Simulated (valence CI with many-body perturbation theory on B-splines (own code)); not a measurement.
E1 line list for Ag³⁴⁺

Level of theory: valence CI with perturbative core correlation (CI+MBPT): three valence electrons over a frozen Dirac-Fock core [Ne], radial functions for each j: 11 s, 11 p, 10 d, 8 f, 5 g, 2 h, with the one-electron correlation potential Σ1 (screened to all orders), the two-electron term Σ2, the three-electron term Σ3, Breit, model QED; selected single and double excitations, second order for the rest, scaled by the run's own slope (own B-spline code, finite nucleus).

The last digits are not significant, and no measured levels were compared; by estimate large intervals hold to a few tenths of a per cent, small ones and those within an open d or f shell to about a per cent.

Lines 151 to 200 of 583 in falling wavelength, among levels below 8494.2 × 10³ cm⁻¹, chosen from the strongest by gf and those to the six lowest levels. Wavelengths and rates use the calculated energies. Electric multipoles are in the length gauge with retardation, E1 and E2 with the static RPA response of the core. Weak lines are less certain than strong ones. Lines between different terms over intervals too small for the method are left out, as are lines whose strength nearly cancels. Where a level lies close to another of its J and parity, the split of strength between their lines is uncertain. The highest levels of a list are the least certain.

Levels are named by their leading jj configuration (3d3/2^4 stands for four electrons in 3d with j = 3/2), which in mixed levels can hold well under half, so a name can repeat and another be missing. Letters in brackets count levels of one name in rising energy.

```csv
λ vac (nm),Upper,Lower,A (s⁻¹),S (a.u.) with core polarisation,S without
9.667,(3p3/2 3d3/2^2) J=7/2,(3s 3d3/2 3d5/2) J=5/2 [a],2.88e+10,1.03e-01,1.05e-01
9.664,(3p1/2 3d5/2^2) J=5/2,(3p1/2 3p3/2 3d5/2) J=7/2 [b],1.66e+10,4.43e-02,4.52e-02
9.660,(3p3/2 3d3/2 3d5/2) J=7/2 [a],(3p3/2^2 3d5/2) J=7/2,2.06e+10,7.34e-02,7.50e-02
9.653,(3p1/2 3d3/2 3d5/2) J=5/2 [b],(3p1/2 3p3/2 3d3/2) J=3/2 [b],1.58e+10,4.20e-02,4.28e-02
9.651,(3s 3d3/2 3d5/2) J=9/2,(3s 3p3/2 3d5/2) J=7/2 [b],1.46e+11,6.49e-01,6.64e-01
9.648,(3d3/2 3d5/2^2) J=5/2 [a],(3p3/2 3d3/2 3d5/2) J=3/2 [b],5.47e+10,1.45e-01,1.48e-01
9.642,(3p1/2 3d3/2 3d5/2) J=7/2 [b],(3p1/2 3p3/2 3d5/2) J=7/2 [b],1.44e+10,5.09e-02,5.20e-02
9.635,(3p3/2 3d3/2 3d5/2) J=5/2 [b],(3s 3d3/2 3d5/2) J=3/2,1.61e+10,4.28e-02,4.37e-02
9.632,(3s^2 3d3/2) J=3/2,(3s^2 3p3/2) J=3/2,5.84e+09,1.03e-02,1.06e-02
9.631,(3d3/2 3d5/2^2) J=7/2 [a],(3p3/2 3d3/2 3d5/2) J=5/2 [b],2.05e+10,7.24e-02,7.39e-02
9.630,(3p3/2 3d5/2^2) J=5/2,(3s 3d5/2^2) J=7/2,5.86e+10,1.55e-01,1.58e-01
9.620,(3p3/2 3d3/2 3d5/2) J=5/2 [d],(3p3/2^2 3d5/2) J=5/2 [a],2.93e+10,7.71e-02,7.88e-02
9.617,(3p3/2^2 3d5/2) J=5/2 [c],(3p3/2^3) J=3/2,1.45e+11,3.81e-01,3.90e-01
9.600,(3p3/2 3d3/2 3d5/2) J=9/2 [b],(3s 3d3/2 3d5/2) J=9/2,3.45e+10,1.51e-01,1.54e-01
9.594,(3p3/2 3d5/2^2) J=3/2 [b],(3s 3d5/2^2) J=1/2,4.46e+10,7.78e-02,7.95e-02
9.591,(3d3/2 3d5/2^2) J=11/2,(3p3/2 3d3/2 3d5/2) J=11/2,3.73e+10,1.95e-01,1.99e-01
9.590,(3p1/2 3p3/2 3d3/2) J=5/2,(3s 3p1/2 3d3/2) J=5/2,1.29e+10,3.37e-02,3.44e-02
9.588,(3p3/2 3d3/2 3d5/2) J=9/2 [b],(3s 3d3/2 3d5/2) J=7/2 [c],4.67e+10,2.03e-01,2.07e-01
9.585,(3p3/2 3d3/2 3d5/2) J=5/2 [c],(3s 3d3/2 3d5/2) J=5/2 [b],2.80e+10,7.31e-02,7.47e-02
9.573,(3s 3d5/2^2) J=7/2,(3s 3p3/2 3d5/2) J=5/2 [b],1.43e+11,4.96e-01,5.07e-01
9.572,(3s 3p3/2 3d5/2) J=7/2 [b],(3s^2 3d5/2) J=5/2,1.57e+11,5.45e-01,5.57e-01
9.572,(3d3/2^2 3d5/2) J=5/2,(3p3/2 3d3/2^2) J=3/2,3.11e+10,8.08e-02,8.24e-02
9.571,(3p3/2 3d5/2^2) J=9/2,(3s 3d3/2 3d5/2) J=7/2 [b],1.14e+10,4.94e-02,5.04e-02
9.571,(3d5/2^3) J=5/2,(3p3/2 3d5/2^2) J=5/2,6.03e+10,1.56e-01,1.60e-01
9.554,(3p1/2 3p3/2^2) J=3/2,(3s 3p1/2 3p3/2) J=5/2,2.56e+10,4.41e-02,4.51e-02
9.548,(3s 3d3/2 3d5/2) J=7/2 [c],(3s 3p3/2 3d3/2) J=5/2 [b],1.55e+11,5.34e-01,5.46e-01
9.541,(3s 3p3/2 3d3/2) J=3/2 [b],(3s^2 3d3/2) J=3/2,6.76e+10,1.16e-01,1.19e-01
9.536,(3d3/2^2 3d5/2) J=9/2,(3p3/2 3d3/2^2) J=7/2,5.70e+10,2.44e-01,2.49e-01
9.529,(3d3/2^2 3d5/2) J=7/2,(3p3/2 3d3/2^2) J=5/2,6.12e+10,2.09e-01,2.14e-01
9.525,(3p3/2^2 3d5/2) J=7/2,(3s 3p3/2 3d3/2) J=7/2,2.36e+10,8.07e-02,8.25e-02
9.520,(3p3/2^2 3d3/2) J=3/2 [b],(3s 3p3/2 3d5/2) J=1/2,8.53e+10,1.45e-01,1.49e-01
9.509,(3p1/2 3d3/2 3d5/2) J=5/2 [a],(3p1/2 3p3/2 3d3/2) J=3/2 [a],1.90e+10,4.85e-02,4.95e-02
9.491,(3p3/2 3d3/2 3d5/2) J=3/2 [d],(3p3/2^2 3d5/2) J=5/2 [b],2.01e+10,3.39e-02,3.46e-02
9.488,(3d3/2 3d5/2^2) J=7/2 [b],(3p3/2 3d3/2 3d5/2) J=7/2 [d],3.54e+10,1.19e-01,1.22e-01
9.478,(3p3/2^2 3d5/2) J=3/2 [a],(3s 3p3/2 3d3/2) J=3/2 [b],4.57e+10,7.67e-02,7.84e-02
9.476,(3p3/2 3d3/2 3d5/2) J=5/2 [d],(3s 3d5/2^2) J=3/2,4.79e+10,1.21e-01,1.23e-01
9.475,(3d3/2^2 3d5/2) J=7/2,(3p3/2 3d3/2 3d5/2) J=7/2 [a],3.29e+10,1.10e-01,1.13e-01
9.468,(3p1/2 3d3/2 3d5/2) J=7/2 [a],(3p1/2 3p3/2 3d3/2) J=5/2,2.26e+10,7.57e-02,7.73e-02
9.460,(3s 3p1/2 3d3/2) J=3/2 [b],(3s 3p1/2 3p3/2) J=5/2,7.17e+08,1.20e-03,1.22e-03
9.449,(3p1/2^2 3d5/2) J=5/2,(3p1/2^2 3p3/2) J=3/2,1.27e+10,3.17e-02,3.24e-02
9.446,(3p1/2 3d5/2^2) J=7/2,(3p1/2 3p3/2 3d5/2) J=5/2 [a],3.31e+10,1.10e-01,1.13e-01
9.437,(3d3/2 3d5/2^2) J=3/2 [a],(3p3/2 3d3/2 3d5/2) J=3/2 [b],2.50e+10,4.15e-02,4.23e-02
9.429,(3s 3p1/2 3d5/2) J=7/2,(3s 3p1/2 3p3/2) J=5/2,2.08e+10,6.90e-02,7.04e-02
9.424,(3p1/2 3p3/2 3d5/2) J=9/2,(3s 3p1/2 3d5/2) J=7/2,3.29e+10,1.36e-01,1.39e-01
9.418,(3p3/2 3d3/2 3d5/2) J=3/2 [b],(3s 3d3/2 3d5/2) J=3/2,3.12e+10,5.15e-02,5.27e-02
9.412,(3p1/2 3p3/2 3d5/2) J=7/2 [a],(3s 3p1/2 3d5/2) J=5/2 [a],3.55e+10,1.17e-01,1.20e-01
9.406,(3s 3d5/2^2) J=5/2,(3s 3p3/2 3d5/2) J=7/2 [a],4.03e+10,9.94e-02,1.02e-01
9.389,(3d3/2 3d5/2^2) J=3/2 [a],(3p3/2 3d3/2 3d5/2) J=5/2 [c],3.25e+10,5.31e-02,5.42e-02
9.387,(3p3/2 3d3/2^2) J=3/2,(3s 3d3/2^2) J=3/2,3.44e+10,5.61e-02,5.74e-02
9.386,(3p1/2 3p3/2 3d5/2) J=5/2 [c],(3s 3p1/2 3d5/2) J=5/2 [c],2.60e+10,6.37e-02,6.51e-02
```
